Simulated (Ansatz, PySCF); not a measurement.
System: C3H2 (charge 0, singlet). SMILES: [C][C][CH2]
Geometry from a B3LYP-D3(BJ)/def2-TZVP (Ansatz, a first-principles code) optimisation:
```xyz
5

C     -0.0184    -0.0120    -1.1190
C      0.0033     0.0022     0.2011
H      0.8505     0.2726    -1.7068
H     -0.9061    -0.3089    -1.6717
C      0.0244     0.0159     1.4810
```

Quantity: vertical ionisation energy (to the doublet state of charge +1; each state is the SCF solution reached for its spin; the UHF <S^2> is 1.58 for the doublet (pure: 0.75); for the doublet T1 is 0.077; for the singlet the Hartree-Fock reference is unstable and T1 is 0.018), in eV. Valence correlation only, unless marked. UHF or UKS for open shells. No spin-orbit coupling. No relativistic terms. Basis-set limits of correlation are two-point, X^-3; Hartree-Fock from the larger set. [CCSD(T)-MP2]/basis is that difference in the basis named.

```csv
level,program,vertical ionisation energy (eV),minus last row
HF/aug-cc-pVDZ,Ansatz,8.88,-1.87
HF/aug-cc-pVQZ,Ansatz,8.85,-1.90
PBE/def2-TZVPD,Ansatz,10.33,-0.42
B3LYP/def2-TZVPD,Ansatz,10.45,-0.30
BHLYP/def2-TZVPD,Ansatz,10.20,-0.55
CAM-B3LYP/def2-TZVPD,Ansatz,10.46,-0.29
RI-MP2/aug-cc-pVQZ,Ansatz,11.35,0.60
SCS-MP2/aug-cc-pVTZ,Ansatz,11.51,0.76
"RI-MP2/CBS(aug-cc-pVTZ,aug-cc-pVQZ)+[CCSD(T)-MP2]/aug-cc-pVDZ",Ansatz,10.82,0.07
"RI-MP2/CBS(aug-cc-pVTZ,aug-cc-pVQZ)+[CCSD(T)-MP2]/aug-cc-pVTZ",Ansatz,10.75,0.00
```

For comparison, minus the highest occupied orbital energy (PySCF): 8.04 eV at PW6B95/def2-TZVPD, 10.68 eV at HF/def2-TZVPD, 6.78 eV at BP86/def2-TZVPD.
